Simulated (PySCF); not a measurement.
A geometry optimisation, step by step.

AlF₂H₄Sb.
Numbering: `[F:1][AlH-:2]([F:3])[SbH3+:4]` (hydrogens: H5 on Al2; H6, H7, H8 on Sb4)

Computed by this run: PySCF, PBE0-D3(BJ)/def2-SVP geometry optimisation, gas phase, def2 core potentials past Kr; density fitting, grid level 1; the optimiser is geomeTRIC in internal coordinates, started from a GFN2-xTB structure with every atom displaced at random (about 0.01 Å). The frame can shift and turn from step to step; on so coarse a grid that alone can change the energy by a few meV, and forces under 0.02 eV/Å are noise.

Step 0: E = -18621.9320 eV, largest atomic force 1.347 eV/Å
```
atom  x, y, z in Å  |  force x, y, z in eV/Å
F1     -1.843    1.610   -0.200   -0.241   1.290  -0.304
Al2    -1.646    0.001   -0.020    0.002  -0.721  -0.503
F3     -1.881   -1.034   -1.297   -0.085  -0.093  -0.339
Sb4     1.130    0.052   -0.123   -0.010  -0.040  -0.144
H5     -1.811   -0.568    1.367   -0.100  -0.438   1.063
H6      1.706   -0.533    1.317    0.159  -0.284   0.694
H7      2.196    1.325   -0.097    0.165   0.693  -0.032
H8      2.204   -0.872   -1.001    0.111  -0.407  -0.435
```

Step 1: E = -18622.0942 eV, largest atomic force 0.749 eV/Å
```
atom  x, y, z in Å  |  force x, y, z in eV/Å
F1     -1.883    1.644   -0.291    0.053  -0.373   0.075
Al2    -1.673   -0.009   -0.046   -0.153   0.321  -0.024
F3     -1.909   -0.974   -1.392    0.028  -0.005   0.071
Sb4     1.182    0.024   -0.050    0.705  -0.053   0.248
H5     -1.857   -0.618    1.409   -0.001   0.063  -0.157
H6      1.812   -0.578    1.441   -0.127   0.136  -0.334
H7      2.178    1.428   -0.075   -0.272  -0.264  -0.026
H8      2.204   -0.936   -1.044   -0.234   0.176   0.146
```

Step 2: E = -18622.1155 eV, largest atomic force 0.149 eV/Å
```
atom  x, y, z in Å  |  force x, y, z in eV/Å
F1     -1.874    1.637   -0.285    0.008  -0.144  -0.003
Al2    -1.671   -0.010   -0.050   -0.017   0.138  -0.013
F3     -1.890   -0.991   -1.384    0.009   0.003   0.006
Sb4     1.197    0.024   -0.040   -0.110  -0.052   0.087
H5     -1.867   -0.612    1.396   -0.024   0.006  -0.018
H6      1.828   -0.562    1.417    0.052  -0.032   0.092
H7      2.148    1.419   -0.072    0.039   0.116  -0.049
H8      2.184   -0.924   -1.030    0.044  -0.035  -0.101
```

Step 3: E = -18622.1203 eV, largest atomic force 0.083 eV/Å
```
atom  x, y, z in Å  |  force x, y, z in eV/Å
F1     -1.878    1.626   -0.294    0.008  -0.032  -0.009
Al2    -1.673   -0.015   -0.048   -0.017   0.053  -0.027
F3     -1.884   -0.996   -1.383    0.019  -0.016  -0.002
Sb4     1.200    0.023   -0.027   -0.021  -0.041   0.069
H5     -1.889   -0.612    1.394   -0.015  -0.004   0.011
H6      1.850   -0.560    1.429    0.038  -0.002   0.021
H7      2.142    1.430   -0.082   -0.008   0.048  -0.024
H8      2.187   -0.914   -1.037   -0.005  -0.007  -0.039
```

Step 4: E = -18622.1266 eV, largest atomic force 0.153 eV/Å
```
atom  x, y, z in Å  |  force x, y, z in eV/Å
F1     -1.877    1.603   -0.318   -0.003   0.149  -0.037
Al2    -1.677   -0.028   -0.048    0.018  -0.121   0.005
F3     -1.848   -1.022   -1.379    0.025  -0.023  -0.019
Sb4     1.205    0.020    0.007    0.025  -0.012   0.032
H5     -1.939   -0.614    1.389   -0.013  -0.009   0.035
H6      1.912   -0.544    1.448    0.020   0.033  -0.059
H7      2.105    1.458   -0.099   -0.038  -0.041   0.011
H8      2.175   -0.893   -1.048   -0.035   0.023   0.033
```

Step 5: E = -18622.1311 eV, largest atomic force 0.202 eV/Å
```
atom  x, y, z in Å  |  force x, y, z in eV/Å
F1     -1.872    1.580   -0.350   -0.002   0.199  -0.038
Al2    -1.679   -0.046   -0.049    0.022  -0.181   0.025
F3     -1.799   -1.052   -1.377    0.030  -0.024  -0.018
Sb4     1.203    0.019    0.046    0.028   0.015  -0.027
H5     -1.994   -0.617    1.384   -0.011   0.000   0.024
H6      1.979   -0.519    1.462    0.012   0.035  -0.066
H7      2.059    1.480   -0.112   -0.038  -0.048   0.042
H8      2.157   -0.863   -1.051   -0.042   0.004   0.057
```

Step 6: E = -18622.1351 eV, largest atomic force 0.154 eV/Å
```
atom  x, y, z in Å  |  force x, y, z in eV/Å
F1     -1.853    1.552   -0.397    0.002   0.134  -0.022
Al2    -1.676   -0.070   -0.054    0.021  -0.146   0.043
F3     -1.717   -1.096   -1.373    0.015  -0.011  -0.011
Sb4     1.197    0.020    0.093    0.016   0.031  -0.051
H5     -2.067   -0.620    1.370   -0.011   0.012  -0.002
H6      2.064   -0.477    1.470   -0.008   0.024  -0.052
H7      1.984    1.514   -0.112   -0.011  -0.063   0.034
H8      2.121   -0.840   -1.045   -0.023   0.019   0.061
```

Step 7: E = -18622.1364 eV, largest atomic force 0.060 eV/Å
```
atom  x, y, z in Å  |  force x, y, z in eV/Å
F1     -1.844    1.550   -0.406    0.006   0.039  -0.006
Al2    -1.675   -0.075   -0.057    0.009  -0.056   0.022
F3     -1.698   -1.105   -1.374    0.005  -0.003  -0.005
Sb4     1.193    0.022    0.099   -0.012   0.023  -0.026
H5     -2.083   -0.619    1.365   -0.010   0.010  -0.006
H6      2.072   -0.467    1.467   -0.004   0.004  -0.010
H7      1.974    1.514   -0.105    0.004  -0.014   0.015
H8      2.115   -0.837   -1.037    0.001  -0.003   0.017
```

Step 8: E = -18622.1367 eV, largest atomic force under 0.02 eV/Å
```
atom  x, y, z in Å  |  force x, y, z in eV/Å
F1     -1.837    1.552   -0.409    0.007  -0.017   0.001
Al2    -1.673   -0.076   -0.060    0.001   0.005   0.003
F3     -1.693   -1.106   -1.377    0.001   0.002   0.000
Sb4     1.190    0.024    0.097   -0.013   0.009  -0.005
H5     -2.089   -0.616    1.360   -0.008   0.005  -0.005
H6      2.063   -0.467    1.467   -0.002  -0.007   0.012
H7      1.978    1.512   -0.096    0.008   0.002  -0.004
H8      2.116   -0.842   -1.029    0.006   0.001  -0.002
```

Q: Summarise the path.

A: The energy falls by 19.76 kJ/mol from step 0 to step 8; nine tenths of that is first reached at step 3. It falls at every step. The largest force goes from 1.347 to under 0.02 eV/Å. Among the bonds Al2–Sb4 changes most, from 2.779 to 2.869 Å; the atoms move by 0.216 Å rms after alignment.

Q: Follow the three bonds and two angles with the largest change from start to end.

A: 
| step | E above end (kJ/mol) | largest force (eV/Å) | Al2–Sb4 (Å) | Al2–H5 (Å) | F1–Al2 (Å) | Al2–Sb4–H6 (°) | Al2–Sb4–H7 (°) |
| --- | --- | --- | --- | --- | --- | --- | --- |
| 0 | 19.76 | 1.347 | 2.779 | 1.508 | 1.631 | 107.9 | 130.9 |
| 1 | 4.11 | 0.749 | 2.855 | 1.589 | 1.684 | 111.1 | 126.0 |
| 2 | 2.05 | 0.149 | 2.868 | 1.578 | 1.676 | 111.8 | 124.9 |
| 3 | 1.59 | 0.083 | 2.874 | 1.576 | 1.672 | 112.6 | 124.5 |
| 4 | 0.98 | 0.153 | 2.883 | 1.574 | 1.666 | 115.2 | 122.9 |
| 5 | 0.54 | 0.202 | 2.885 | 1.575 | 1.664 | 118.4 | 121.3 |
| 6 | 0.16 | 0.154 | 2.879 | 1.576 | 1.667 | 122.7 | 118.9 |
| 7 | 0.03 | 0.060 | 2.873 | 1.576 | 1.671 | 123.4 | 118.9 |
| 8 | 0.00 | under 0.02 | 2.869 | 1.576 | 1.673 | 123.2 | 119.2 |

The cost below is that of the whole optimisation. Hardware: AMD EPYC 9R14, one thread, shared host with 96 logical CPUs at a one-minute load of 68. Cost: 23 s, 0.38 GiB resident at most.
